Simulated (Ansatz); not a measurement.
The cluster NaPb₂⁻. Total charge -1; singlet. Geometry B3LYP-D4/def2-TZVPD, that of the charge -1 singlet.

```csv
atom,x (Å),y (Å),z (Å)
Na1,-1.4379,0.9047,-0.7290
Pb2,1.3456,0.7763,0.6528
Pb3,0.0923,-1.6810,0.0762
```

In the def2 sets Pb takes a core potential; there is no spin–orbit coupling. At PBE-D4/def2-TZVPD, r2SCAN-D4/def2-TZVPD the highest occupied level of the charge -1 singlet lies above zero (up to 0.33 eV). By energy differences its removal costs 1.52 eV (vertical, to the charge 0 doublet, at PBE-D4/def2-TZVPD); a positive level beside a positive removal energy at the same level points to self-interaction error. At r2SCAN-D4/def2-TZVPD the unrestricted singlet has broken spin symmetry (⟨S²⟩ up to 0.20). The structure comes from a short search, and lower isomers may exist.

(1) Estimate the orbital energies around the gap (eV) in Ansatz with PBE-D4/def2-TZVPD, r2SCAN-D4/def2-TZVPD, PBE0-D4/def2-TZVPD.

Results:

(1) 
| orbital | PBE-D4/def2-TZVPD | r2SCAN-D4/def2-TZVPD | PBE0-D4/def2-TZVPD |
| --- | --- | --- | --- |
| HOMO−5 | -15.28 | -15.86 | -17.50 |
| HOMO−4 | -7.97 | -8.33 | -9.34 |
| HOMO−3 | -5.78 | -5.95 | -6.78 |
| HOMO−2 | -0.34 | -0.40 | -0.83 |
| HOMO−1 | 0.27 | 0.19 | -0.36 |
| HOMO | 0.33 | 0.21 | -0.19 |
| LUMO | 1.15 | 1.25 | 1.52 |
| LUMO+1 | 1.45 | 1.60 | 1.91 |
| LUMO+2 | 2.03 | 2.25 | 2.29 |
| LUMO+3 | 2.04 | 2.35 | 2.29 |
| LUMO+4 | 2.05 | 2.43 | 2.34 |
| LUMO+5 | 2.05 | 2.46 | 2.61 |
| β HOMO | 0.33 | 0.21 | -0.19 |
| β LUMO | 1.15 | 1.25 | 1.52 |
